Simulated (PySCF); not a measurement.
## [PrI2]+ at several levels of theory

Computed with PySCF 2.14.0 (density fitting, no spin-orbit coupling) at the geometry relaxed with PBE0:

```xyz
3
[PrI2]+ (singlet in the valence; each metal's 4f electrons, 2 of them, lie in its core potential, out of spins and levels)
Pr    0.0000    0.0000   -1.1118
I     2.2405    0.0000    0.5998
I    -2.2405    0.0000    0.5998
```

```
level                                               basis    state  HOMO (eV)  gap (eV)  charge on Pr1 (e)  population of f-type functions on Pr1 (polarisation alone where 4f lies in the core)  dipole about the centre of mass (D)  largest force component (eV/Å)
 PBE0    Pr lcecp-1-SVP with ECP48, I def2-SVP with ECP28  singlet     -11.69      4.28               1.14                                                                                  0.03                                 8.44                            0.01
 PBE0  Pr lcecp-1-TZVP with ECP48, I def2-TZVP with ECP28  singlet     -11.62      4.34               1.41                                                                                  0.04                                 8.21                            0.08
```

In the lcecp rows the 4f levels are missing from HOMO and gap, and the state counts the valence alone.

Charges are Mulliken's, which hang on the basis. The relaxation used the grid (50, 194), these runs (75, 302) or, all-electron (x2c bases, spin-free X2C Hamiltonian), (99, 590).

Problem. A further run in the first row's basis gives HOMO (eV) -11.41, gap (eV) 3.74, charge on Pr1 (e) 1.09, population of f-type functions on Pr1 (polarisation alone where 4f lies in the core) 0.03, dipole about the centre of mass (D) 8.26, largest force component (eV/Å) 0.35. Which level was it?
A. B3LYP
B. CAM-B3LYP

Solution. A. The others give HOMO -12.77 eV (CAM-B3LYP).

In the first row's basis the gap widens with exact exchange: 3.7 to 4.3 eV for B3LYP, PBE0 (a fixed share); 6.1 eV for CAM-B3LYP (rising or full at long range).

An lcecp potential fixes the number of 4f electrons, so in runs with it no electron can move into or out of that shell.
